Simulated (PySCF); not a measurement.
**Ionisation energy of Gd by level of theory**

Gd [Xe] 4f7 5d1 6s2 (9D) → Gd⁺ [Xe] 4f7 5d1 6s1 (10D), as a difference of total energies. Computed with PySCF 2.14 in x2c-TZVPPall, with scalar relativity by spin-free X2C-1e. The calculations carry no spin-orbit coupling.

```tsv
method	ionisation energy (eV)	error (eV)
UHF	4.923	-1.240
BP86	6.255	+0.092
PW91	6.132	-0.031
LC-wPBE	5.710	-0.453
```

Reference: 6.163 eV (measured; NIST levels, between the centres of gravity of the two terms).
